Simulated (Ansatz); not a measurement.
`Cl[Si](Cl)(Cl)[SnH2][Si](Cl)(Cl)Cl` and `Cl[Si](Cl)(Cl)[SnH3]` differ in one atom or group.

Ansatz, PBE0-D4/def2-TZVP geometries, multiplicity 1. Each molecule was computed in one conformer, which needn't be the lowest.

Elements past krypton have def2 core potentials.

```csv
property,`Cl[Si](Cl)(Cl)[SnH2][Si](Cl)(Cl)Cl`
HOMO–LUMO gap (PBE0/def2-TZVPP) / eV,6.72
HOMO–LUMO gap (B3LYP/def2-TZVPP) / eV,6.32
HOMO–LUMO gap (ωB97M-V/def2-TZVPP) / eV,10.39
size of the dipole moment (B3LYP/def2-TZVPP) / D,1.40
HOMO–LUMO gap (PBE/def2-TZVPP) / eV,4.82
LUMO energy (B3LYP/def2-TZVPP) / eV,-1.57
```

(1) What does the change do to each property? (An estimate is asked.)

Answers

(1) The calculation gave: 
```tsv
property	`Cl[Si](Cl)(Cl)[SnH3]`	shift
HOMO–LUMO gap (PBE0/def2-TZVPP) / eV	7.42	0.70
HOMO–LUMO gap (B3LYP/def2-TZVPP) / eV	6.94	0.62
HOMO–LUMO gap (ωB97M-V/def2-TZVPP) / eV	11.05	0.66
size of the dipole moment (B3LYP/def2-TZVPP) / D	1.56	0.16
HOMO–LUMO gap (PBE/def2-TZVPP) / eV	5.42	0.60
LUMO energy (B3LYP/def2-TZVPP) / eV	-1.06	0.51
```

With PBE0 the HOMO falls by 0.11 eV and the LUMO rises by 0.59 eV, so the gap widens by about 0.70 eV. PBE moves the HOMO by -0.09 eV and ωB97M-V by -0.17 eV. Dipoles are sizes alone; their direction can turn.

Positive LUMOs are unbound, so they and the gaps depend on the basis.

B3LYP here is the variant with VWN-RPA as its local correlation; programs differ in this.
